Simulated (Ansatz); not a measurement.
Consider the cleavage of the Si–Si bond: `F[SiH](F)[Si](F)(F)F` + HI → `F[Si](F)(F)I` + `F[SiH2]F`.

Gas-phase electronic energies from Ansatz, PBE0-D4/def2-TZVP geometries. CBS: MP2 limit from def2 TZ/QZ plus the TZ coupled-cluster correction, frozen cores. This one scheme is used for every species. DFT in def2-TZVPP. HSE06 is defined as in plane-wave codes. def2 core potentials past Kr. For I outer-core shells are correlated without core-valence functions, which leaves a few kJ/mol of doubt a bond. One conformer a species, not always the lowest.

`F[SiH](F)[Si](F)(F)F`:

```xyz
8

F     1.339   -0.714   -1.657
Si   -0.102   -0.294   -1.144
F    -0.550    1.009   -1.931
Si    0.066    0.252    1.131
F    -1.332    0.717    1.699
F     0.527   -1.001    1.973
F     1.102    1.414    1.384
H    -1.050   -1.383   -1.456
```

HI:

Z-matrix (Å, degrees):
```
I
H 1 1.610
```

`F[Si](F)(F)I`:

Cartesian coordinates in Å:
```
F -1.323 0.553 -0.766
Si -0.003 0.139 -0.024
F 0.067 0.938 1.326
F 1.214 0.580 -0.913
I 0.045 -2.210 0.377
```

`F[SiH2]F`:

Z-matrix (Å, degrees):
```
Si
F 1 1.586
F 1 1.586 2 108.0
H 1 1.474 2 108.5 3 117.4
H 1 1.474 2 108.5 3 -117.4
```

CCSD(T)/CBS gives -103.9 kJ/mol.

Question: Another level gave -93.6 kJ/mol. Which?
A. LDA (SPW92)/def2-TZVPP
B. B2PLYP/def2-TZVPP
C. r2SCAN0/def2-TZVPP
D. HSE06/def2-TZVPP

Answer: D. HSE06 -93.6, LDA (SPW92) -86.2, B2PLYP -99.1, r2SCAN0 -103.3 kJ/mol.

Largest T1 diagnostic among the species: 0.013.

From PBE to PBE0 (25 % exact exchange), in def2-TZVPP and without D4, ΔE moves by −7.5 kJ/mol. Leaving LDA and LC-ωPBE aside and taking each functional with its dispersion term where it has one, the values, not all of them listed here, spread over 19.1 kJ/mol, from PBE-QIDH to revPBE-D4.
